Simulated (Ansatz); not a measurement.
A structure relaxed at PBE-D4/def2-SVP in Ansatz, charge 0, singlet:

```xyz
18

Mg   -1.074   -2.674   -1.467
Mg    1.496   -0.743   -2.101
Mg   -0.101   -1.733    1.505
Mg    1.286    1.090    0.329
Mg    1.540   -3.525   -0.487
Mg   -0.916    3.501    0.537
Mg   -0.464    2.514   -2.079
Mg   -0.822    1.793    3.262
Mg   -2.589    0.455    1.335
Se   -1.485   -0.689    3.347
Se    0.986   -3.081   -2.947
Se    2.344   -1.313    0.591
Se   -1.199   -0.137   -0.786
Se   -2.896    2.846    2.074
Se   -0.697   -4.088    0.617
Se    2.512    1.674   -1.999
Se    0.938    1.239   -3.840
Se    1.139    2.870    2.108
```

Task: Give its formula.

Result: the cluster Mg₉Se₉.

Task: Summarise the bond lengths by kind (pairs closer than 1.2 times the sum of covalent radii, bridged metal pairs left out).

Result: 30 × Mg–Se 2.52 to 3.09 Å; 1 × Mg–Mg 2.83 Å; 1 × Se–Se 2.46 Å.

Single mean-field runs in def2-SVP are fitted with def2-universal-jkfit. Another isomer (singlet) lies 2.00 eV lower at PBE0-D4/def2-TZVP; other spin states weren't run for this one.
